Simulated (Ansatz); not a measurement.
Geometry optimisation, Ansatz 0.2.0, RHF/def2-TZVP.

Input file:

```yaml
crystal:
  periodic: [false, false, false]
  atoms:
    - { symbol: C, position_ang: [0.3164, 0.8884, -1.6388] }
    - { symbol: C, position_ang: [0.1298, 0.3739, -0.5909] }
    - { symbol: Al, position_ang: [-0.1161, -0.5184, 1.1033] }
    - { symbol: Cl, position_ang: [-1.1688, -2.3874, 1.2332] }
    - { symbol: H, position_ang: [-0.5211, 1.21972, -0.81232] }
    - { symbol: H, position_ang: [0.4929, 0.1646, 2.4466] }
basis:
  gaussian: { orbitals: def2-TZVP }
hamiltonian:
  xc: hf
relax:
  f_tol: 0.02
  max_steps: 50
```

Run as:

```bash
$ ansatz run input.yaml --threads 2 --pin off --max-ram 3072MiB --backend cpu --events-out ev --progress --plain --runs-dir out
```

Question: Where does it end, and by what steps?

Answer: The run converged. After 25 steps the energy has fallen by 2.468 eV; C1 moved furthest, 1.59 Å. Parted: C1–H5 (1.22 → 2.25 Å), C2–Al3 (1.93 → 3.09 Å). Joined: C1–Al3 (3.11 → 1.90 Å).

| step | energy less start (eV) | largest force component (eV/Å) | accepted |
| --- | --- | --- | --- |
| 0 | 0.0000 | 6.658 | yes |
| 1 | -0.4259 | 1.173 | yes |
| 2 | -0.5011 | 0.389 | yes |
| 3 | -0.5536 | 0.336 | yes |
| 4 | -0.6288 | 2.038 | yes |
| 5 | -0.6750 | 1.946 | yes |
| 6 | -0.7664 | 0.836 | yes |
| 7 | -0.8599 | 1.197 | yes |
| 8 | -0.8667 | 2.660 | yes |
| 9 | -0.9580 | 1.303 | yes |
| 10 | -0.9836 | 0.402 | yes |
| 11 | -1.0176 | 0.485 | yes |
| 12 | -1.0443 | 3.530 | yes |
| 13 | -1.1112 | 1.969 | yes |
| 14 | -1.3638 | 1.540 | yes |
| 15 | -1.4239 | 5.789 | yes |
| 16 | -1.6348 | 3.667 | yes |
| 17 | -1.8694 | 0.596 | yes |
| 18 | -2.0136 | 1.647 | yes |
| 19 | -2.1542 | 1.927 | yes |
| 20 | -2.2775 | 1.734 | yes |
| 21 | -2.4045 | 0.367 | yes |
| 22 | -2.4604 | 0.226 | yes |
| 23 | -2.4667 | 0.150 | yes |
| 24 | -2.4674 | 0.028 | yes |
| 25 | -2.4675 | 0.007 | yes |

```xyz
6
Properties=species:S:1:pos:R:3
C -0.086 0.479 -0.153
C -0.018 1.317 -0.999
Al -0.179 -0.832 1.222
Cl -0.844 -2.754 0.722
H 0.040 2.058 -1.750
H 0.220 -0.527 2.699
```

Whether the end is a true minimum wasn't checked by a vibrational analysis.

The run took 58 s on 2 threads of Intel(R) Xeon(R) Platinum 8259CL CPU @ 2.50GHz (Skylake/Cascade Lake) (shared host), peak memory 0.32 GiB.
